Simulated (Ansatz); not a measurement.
Ansatz (a program for electronic structure) input:

Ansatz 0.2 input:
```yaml
crystal:
  periodic: [false, false, false]
  atoms:
    - {symbol: C, position_ang: [-0.43645437, 0.17143429, 0.12164125]}
    - {symbol: N, position_ang: [0.67544959, -0.26530887, -0.18824998]}
    - {symbol: H, position_ang: [-1.41011651, -0.44169056, 0.22509177]}
    - {symbol: H, position_ang: [-0.69930434, 1.27024694, 0.36281065]}
basis:
  gaussian:
    orbitals: def2-TZVP
hamiltonian:
  xc: {name: PBE0}
total_charge: -1
```

Task: What final total energy does it print?

Result: -93.90882 Eh (PBE0/def2-TZVP). The basis has 74 functions.

It need not be the lowest isomer of its formula. Whether it binds its extra electron was not tested at this geometry.
